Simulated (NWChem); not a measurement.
Molecule: C3HF3; SMILES C#CC(F)(F)F

```xyz
7

C      0.0000     0.0000    -2.3315
C      0.0000     0.0000    -1.1249
C      0.0000     0.0000     0.3443
F     -0.8493    -0.9076     0.8219
F     -0.3614     1.1893     0.8219
F      1.2107    -0.2817     0.8219
H      0.0000     0.0000    -3.4074
```
Atoms are numbered in this order, from 1.

Level: PBE0/def2-SVP (NWChem), optimised geometry, unscaled harmonic frequencies. 

### Question
List the harmonic frequencies with IR intensities, and the thermochemistry.

### Answer
```tsv
frequency (cm⁻¹)	IR intensity (km/mol)
185	1.3
185	1.3
465	0.4
465	0.4
548	14.3
630	8.2
630	8.2
749	27.0
749	27.0
838	1.1
1248	340.0
1248	340.0
1291	448.5
2276	61.0
3484	61.3
```

```yaml
zero_point_energy: 21.4 kcal/mol
thermal correction to the enthalpy at 298.15 K (with zero-point energy): 25.3 kcal/mol
heat capacity Cv: 18.0 cal/(mol K)
entropy at 298.15 K and 1 atm (symmetry number 3): 71.8 cal/(mol K)
dipole_moment: 2.22 D
```

Rigid rotor and harmonic oscillator.
